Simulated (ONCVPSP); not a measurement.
## B: variants of one ONCV potential

Base potential:

- Element: B (Z = 5)
- Generator: ONCVPSP 4.0.1
- Type: optimised norm-conserving Vanderbilt (ONCV)
- Functional: LDA (Perdew-Wang 92)
- Relativity: scalar-relativistic
- Frozen core: [He]
- Valence charge: 3
- Reference configuration: 2s2 2p1
- Partial waves: 2s: rc 1.65 bohr, ncon 4, nbas 9, qcut 3.5 1/bohr, 2 projectors, debl 2.4 Ha; 2p: rc 3.75 bohr, ncon 5, nbas 9, qcut 3.9 1/bohr, 1 projector; d scattering state at 0.36 Ha: rc 3.40 bohr, ncon 4, nbas 7, qcut 3.1 1/bohr, 2 projectors, debl 0.4 Ha
- Local potential: polynomial inside 1.55 bohr (lpopt 5, dvloc0 2 Ha)
- Core correction: polynomial model core, fcfact 0.35

Cutoffs, loose and tight: the cutoffs (Ha) at which the residual kinetic energy of the hardest occupied pseudo-wave falls to 1 and 0.1 mHa per electron. They do not see the model core or the augmentation charge, which bear on the density cutoff. Test errors are all-electron minus pseudo excitation energies from the reference, over the configurations 2s2 2p0; 2s1 2p0; 2s2 2p0.5; 2s1 2p2. A dash means not determined; rows that change the core or the reference have their own tests.

```csv
change,outcome,"cutoff, loose","cutoff, tight",bound ghosts,GHOST(+) flags above zero,largest test error (meV)
base,generated,14 Ha,78 Ha,none,none,+449
p: qcut 2.7,generated,14 Ha,78 Ha,none,none,+770
p: qcut 3.6,generated,14 Ha,78 Ha,none,none,+506
p: qcut 4,generated,14 Ha,78 Ha,none,none,+433
p: qcut 5,generated,14 Ha,78 Ha,none,none,+329
p: qcut 5.4,generated,14 Ha,78 Ha,none,none,+313
p: qcut 5.9,generated,14 Ha,78 Ha,none,none,+275
```

Problem. What comes out with this change to the base: p: qcut 2.4?

Solution. outcome: generated; cutoff, loose: 14 Ha; cutoff, tight: 78 Ha; bound ghosts: none; GHOST(+) flags above zero: none; largest test error (meV): +895.

Problem. What comes out with this change to the base: p: qcut 3.3?

Solution. outcome: generated; cutoff, loose: 14 Ha; cutoff, tight: 78 Ha; bound ghosts: none; GHOST(+) flags above zero: none; largest test error (meV): +574.

Problem. What comes out with this change to the base: p: qcut 4.5?

Solution. outcome: generated; cutoff, loose: 14 Ha; cutoff, tight: 78 Ha; bound ghosts: none; GHOST(+) flags above zero: none; largest test error (meV): +370.

Reading the sweep of the qcut of the p channel (base included, trends over the rows without a ghost): The loose cutoff stays near 14 Ha. The median size of the test errors (rows with all tests solved) falls from 207.8 meV at 2.4 to 61.0 meV at 5.9 1/bohr.
